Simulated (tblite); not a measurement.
Compound: C6H7F2 (doublet state).
Structure used (GFN2-xTB), in Å, numbered top down from 1:
```
atom  x, y, z in Å
C1     2.8831   -0.5748    0.1411
C2     1.6601   -0.2670    0.4313
C3     0.4263    0.0526    0.6713
C4    -0.6309    0.1338   -0.4213
C5    -1.4981    1.3793   -0.2548
C6    -1.4498   -1.1065   -0.3347
F7    -0.8889   -2.2599   -0.7358
F8    -2.1434   -1.3331    0.7940
H9     3.2168   -1.6001    0.1307
H10    3.6245    0.1761   -0.0804
H11    0.0652    0.2197    1.6758
H12   -0.1406    0.1306   -1.3986
H13   -2.2388    1.4331   -1.0487
H14   -2.0154    1.3554    0.7015
H15   -0.8746    2.2689   -0.2932
```

Level: GFN2-xTB in tblite, geometry and Hessian alike; calculated harmonic values, unscaled, isolated species. The method is semi-empirical: single wavenumbers can be off by several per cent or more. One conformer, not necessarily the lowest. Open shells enter through the occupations alone, without spin polarisation, and single modes of such species can be off by tens of per cent.

Harmonic wavenumbers (cm⁻¹): 42.1, 59.6, 140.2, 173.8, 199.3, 223.5, 290.0, 315.0, 407.7, 462.3, 480.7, 541.5, 615.5, 811.4, 841.0, 845.0, 899.7, 962.5, 1020.7, 1078.9, 1099.4, 1133.3, 1152.1, 1222.4, 1231.9, 1283.3, 1317.1, 1407.8, 1424.5, 1488.5, 1490.2, 2062.5, 2966.6, 3042.8, 3045.0, 3048.7, 3060.9, 3075.3, 3083.6.

A = 2792, B = 1410, C = 1097 MHz; mass 117.052 u (most abundant isotopes); point group C1, symmetry number 1; spin multiplicity 2.

Zero-point energy?

½Σν̃ = 24023 cm⁻¹ = 287.38 kJ/mol.

Give the ideal-gas entropy at 350 K and 1 bar in the rigid-rotor, harmonic-oscillator model (classical rotation).

Translation 171.59, rotation 122.08, vibration 129.29, spin (R ln 2) 5.76: S = 428.7 J/(mol K).

And Cp and H(350 K) − H(0)?

Cp = 159.18 J/(mol K), of which vibrations give 125.93 (their classical limit is 39 R = 324.3); H(350 K) − H(0) = 34.82 kJ/mol without the zero-point energy, 23.18 from vibrations.

Which modes carry the vibrational entropy at 350 K?

42.1 cm⁻¹: 22.91; 59.6 cm⁻¹: 20.03; 140.2 cm⁻¹: 13.01; 173.8 cm⁻¹: 11.28; 199.3 cm⁻¹: 10.20; 223.5 cm⁻¹: 9.31 J/(mol K); the other 33 give 42.55 together.

How do the functions run with temperature in this model?

```tsv
T (K)	S (J/(mol K))	Cp (J/(mol K))	H − H(0) (kJ/mol)	G − H(0) (kJ/mol)	ln q(vib)
150	325.3	93.3	9.49	-39.31	2.90
250	380.9	126.8	20.50	-74.71	5.28
298.15	404.5	142.6	26.99	-93.63	6.40
400	451.0	174.1	43.16	-137.23	8.71
600	531.2	221.7	83.06	-235.67	13.07
900	630.3	266.3	156.84	-410.44	19.06
```

q(vib) and H(0) count from the zero-point level.

Blend soft modes into free rotors: weight 1/[1 + (100 cm⁻¹/ν̃)⁴] for the oscillator and the rest for a rotor with moment μB/(μ + B), μ = h/(8π²ν), B = 10⁻⁴⁴ kg m². What vibrational entropy results?

117.66 J/(mol K) in place of 129.29, which changes −T·S at 350 K by +4.07 kJ/mol.

What must be added to the electronic energy to get the Gibbs energy at 350 K and 1 bar?

ZPE + [H(350 K) − H(0)] − T·S = 287.38 + 34.82 − 150.05 = 172.15 kJ/mol.

Hindered rotation and anharmonicity are outside this model. Other conformers, if any are populated, would add a mixing term that is left out. The structure is chiral; the term R ln 2 for an equal mix with its mirror image is left out.
